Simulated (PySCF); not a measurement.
Match the calculated data to a structure.

All candidates are C2H10OSSi2.

* UV, first state: lowest singlet excitation: 5.35 eV (232 nm, f = 0.015) [TDDFT PBE0/def2-SVPD]
* Rotational structure: rotational constants A, B, C: 2.383, 1.289, 0.957 GHz [GFN2-xTB]
* Triplet: lowest triplet excitation (Tamm–Dancoff): 4.93 eV [TDA PBE0/def2-SVPD]
* NMR, other nuclei: isotropic shieldings of nuclei other than C and H, by class: 294 (1 O), 389 (1 Si), 415 (1 Si), 480 (1 S) ppm [GIAO PBE0/pcSseg-1]
* 13C NMR: chemical shifts (computed TMS as zero) by class: 74.9 (1 C), 14.9 (1 C) ppm [GIAO PBE0/pcSseg-1]
* Dipole: 0.63 D [PBE0/def2-SVPD]

The electronic properties come from PySCF, for the isolated species, density fitting. Levels stand in brackets. The structure is a single GFN2-xTB conformer in the gas phase; no vibrational or solvent corrections. Each NMR value is the plain mean over a class of atoms that symmetry, rotation or inversion makes alike.

**Question.** Which candidate is it?
A. `[SiH3]CSCO[SiH3]`
B. `CS[Si@@H](C)O[SiH3]`
C. `CO[SiH2]SC[SiH3]`
D. `C[SiH2][Si@@H](O)SC`

**Answer.** A. It is `[SiH3]CSCO[SiH3]`. Numbering: `[SiH3:1][CH2:2][S:3][CH2:4][O:5][SiH3:6]`. Its formula, C2H10OSSi2, gives 0 degrees of unsaturation, so no ring and no π bond. 2 carbons fall into 2 classes; from least to most shielded: sp3 carbon bound to oxygen [C4] (74.9 ppm), sp3 carbon bound to sulfur [C2] (14.9 ppm). The other shieldings belong to: 294 ppm, silyl ether oxygen [O5]; 389 ppm, oxygen-bound silicon [Si6]; 415 ppm, SiH3 silicon [Si1]; 480 ppm, sulfide sulfur [S3]. The optimised geometry has point group C1 and is an asymmetric top.

The others, at the same levels:
- `CO[SiH2]SC[SiH3]` fails: its computed 13C shifts are 51.3 (1 C), 4.5 (1 C) ppm, rotational constant A is 2.958 GHz (against 2.383 GHz) and smallest rotational constant is 0.900 GHz (against 0.957 GHz).
- `C[SiH2][Si@@H](O)SC` fails: its computed 13C shifts are 9.9 (1 C), -11.7 (1 C) ppm, rotational constant A is 2.822 GHz (against 2.383 GHz) and smallest rotational constant is 0.834 GHz (against 0.957 GHz).
- `CS[Si@@H](C)O[SiH3]` fails: its computed 13C shifts are 13.3 (1 C), 0.9 (1 C) ppm, lowest singlet excitation is 5.54 eV (224 nm, f = 0.003) (against 5.35 eV) and lowest triplet excitation (Tamm–Dancoff) is 5.15 eV (against 4.93 eV).

Each candidate is one conformer, not necessarily the lowest. Dipoles, sizes and rotational constants follow the conformer. The torsions of the flexible species, by atom-mapped SMILES:
- `[SiH3:1][CH2:2][S:3][CH2:4][O:5][SiH3:6]`: Si1–C2–S3–C4 -50°, C2–S3–C4–O5 74°, S3–C4–O5–Si6 77°
- `[CH3:1][O:2][SiH2:3][S:4][CH2:5][SiH3:6]`: C1–O2–Si3–S4 -56°, O2–Si3–S4–C5 -48°, Si3–S4–C5–Si6 -93°
- `[CH3:1][SiH2:2][Si@@H:3]([OH:4])[S:5][CH3:6]`: C1–Si2–Si3–O4 61°, Si2–Si3–S5–C6 60°, H–O4–Si3–Si2 154°
- `[CH3:1][S:2][Si@@H:3]([CH3:4])[O:5][SiH3:6]`: C1–S2–Si3–C4 -164°, S2–Si3–O5–Si6 -47°
